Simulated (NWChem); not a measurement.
System: TiN$_{2}$H$_{4}$O; SMILES [NH2][Ti]([NH2])=[O]

Input file for NWChem:

```
start job
memory heap 200 mb stack 900 mb global 1100 mb
geometry units angstroms
  Ti     0.056811    -0.094476     0.000000
  O      1.669958    -0.186810     0.000000
  N     -0.764452    -0.394882    -1.702976
  H     -0.266911    -0.584569    -2.580635
  H     -1.771510    -0.491178    -1.886285
  N     -0.764452    -0.394882     1.702976
  H     -1.771510    -0.491178     1.886285
  H     -0.266911    -0.584569     2.580635
end
basis spherical
  * library sto-3g
end
dft
  xc hfexch
  iterations 150
end
driver
  maxiter 120
end
task dft optimize
task dft freq
```

The level has its own optimisation; frequencies are unscaled.

**Question.** Give the results of this calculation. (Hartree-Fock/STO-3G.) Quantities: r O–Ti (Å); r N–Ti (Å); r H–N (Å); highest harmonic frequency (cm⁻¹); lowest (cm⁻¹); zero-point energy (kcal/mol); dipole (D).

**Answer.** 
```yaml
r O–Ti (Å): 1.611
r N–Ti (Å): 1.884
r H–N (Å): 1.023
highest harmonic frequency (cm⁻¹): 4139
lowest (cm⁻¹): 156
zero-point energy (kcal/mol): 39.1
dipole (D): 3.40
```
